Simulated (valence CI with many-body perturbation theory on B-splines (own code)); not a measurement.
# Valence orbitals of Te31+

Computed by valence CI with perturbative core correlation (CI+MBPT): three valence electrons over a frozen Dirac-Fock core [Ar], radial functions for each j: 9 s, 9 p, 10 d, 8 f, 5 g, 3 h, 1 i, with the one-electron correlation potential Σ1 (screened to all orders), the two-electron term Σ2, the three-electron term Σ3, Breit, model QED; selected single and double excitations, second order for the rest (own B-spline code, finite nucleus).

No measured spectrum was set against this ion. As an estimate, large intervals hold to a few tenths of a per cent, small ones and those within an open d or f shell to about a per cent. Only levels of the ground parity were solved; by the run's estimate the other parity begins above the list, which can be wrong where configurations are misplaced.

These are the spectroscopic orbitals of the CI (the correlating ones are not listed), shaped by the core and the other valence electrons. h is the expectation value of the core's Dirac-Fock operator, without the valence repulsion; Σ1 is computed up to l = 3 at one energy for each symmetry, that of its lowest orbital but kept below the first core excitation, so for empty shells it is not the orbital's own correlation shift; Breit and QED include the response of the core.

```tsv
Orbital	h (hartree)	Σ1 (cm⁻¹)	Breit (cm⁻¹)	QED (cm⁻¹)	⟨r⟩ (bohr)
4s1/2	-45.036	-7763	3862	2820	0.5907
5s1/2	-27.417	-2910	1843	1366	0.9672
6s1/2	-18.458	-1446	1007	757	1.439
4p1/2	-43.272	-10009	6150	-120	0.5877
5p1/2	-26.553	-3632	3007	-55.9	0.9721
6p1/2	-17.973	-1784	1672	-30.4	1.452
4p3/2	-42.429	-9632	3861	168	0.6004
5p3/2	-26.149	-3574	1889	84.7	0.9878
6p3/2	-17.747	-1771	1099	48.0	1.471
3d3/2	-75.856	-22119	7543	-720	0.2608
4d3/2	-39.837	-9694	2730	-200	0.5776
5d3/2	-24.916	-3738	1335	-92.4	0.9803
3d5/2	-75.327	-21309	3589	-400	0.2635
4d5/2	-39.65	-9465	1342	-95.2	0.5809
5d5/2	-24.824	-3635	647	-41.4	0.9844
4f5/2	-37.313	-21882	226	-117	0.5261
5f5/2	-23.76	-8813	100	-56.1	0.9418
4f7/2	-37.254	-19711	-199	-77.8	0.5275
5f7/2	-23.727	-7919	-78.9	-35.7	0.9435
5g7/2	-23.149		15.4	-13.1	0.8510
5g9/2	-23.135		-26.0	-3.5	0.8518
```

Among the shells of the start configuration 3d3, Σ1 is largest in size for 3d3/2, where it is 0.13 % of h.

Lowest root of each symmetry, sizes in configuration state functions:

```json
{"J": "1/2", "Parity": "even", "Roots": "2", "Reference": "43", "Variational": "3459", "Second order": "757", "Change by selected CI (cm⁻¹)": "-5589", "Change by second order (cm⁻¹)": "0"}
{"J": "3/2", "Parity": "even", "Roots": "5", "Reference": "71", "Variational": "6448", "Second order": "5077", "Change by selected CI (cm⁻¹)": "-4656", "Change by second order (cm⁻¹)": "0"}
{"J": "5/2", "Parity": "even", "Roots": "5", "Reference": "79", "Variational": "7802", "Second order": "6707", "Change by selected CI (cm⁻¹)": "-3754", "Change by second order (cm⁻¹)": "-1"}
{"J": "7/2", "Parity": "even", "Roots": "3", "Reference": "66", "Variational": "7642", "Second order": "2033", "Change by selected CI (cm⁻¹)": "-4205", "Change by second order (cm⁻¹)": "-1"}
{"J": "9/2", "Parity": "even", "Roots": "3", "Reference": "49", "Variational": "6824", "Second order": "1835", "Change by selected CI (cm⁻¹)": "-4881", "Change by second order (cm⁻¹)": "-1"}
{"J": "11/2", "Parity": "even", "Roots": "1", "Reference": "25", "Variational": "4746", "Second order": "2122", "Change by selected CI (cm⁻¹)": "-5713", "Change by second order (cm⁻¹)": "-2"}
```
